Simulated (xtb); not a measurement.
F$_{4}$Ge, charge -1, doublet, geometry from GFN2-xTB (a state made from the parent by changing its charge; the spin is typed, not shown lowest). Base run: GFN2-xTB (xtb).

Geometry (Å):
```xyz
5

F      1.4348    -1.1979    -0.1249
Ge    -0.0801     0.0669     0.0070
F      0.9604     1.9337    -0.0058
F     -1.1700    -0.4352    -1.7616
F     -0.9404    -0.5384     1.8675
```
Charge -1, spin multiplicity 2.
All else is at xtb's defaults.
Base energy -21.28586 Eh.

The base run was repeated with changes; each row names its change, and settings that it needs were set with it.

```tsv
change	ΔE vs base (mEh)	G_solv (kcal/mol)	SCF cycles
base	0.000	-	11
alpb = benzene	-76.436	-48.00	10
gbsa = toluene	-77.691	-48.78	11
gbsa = water	-85.192	-53.52	11
acc = 0.1	0.000	-	12
acc = 1000	0.030	-	7
file = coord	0.000	-	11
```

ALPB and GBSA are two models with their own fitted parameters for each solvent, which aren't always the measured dielectric constant.
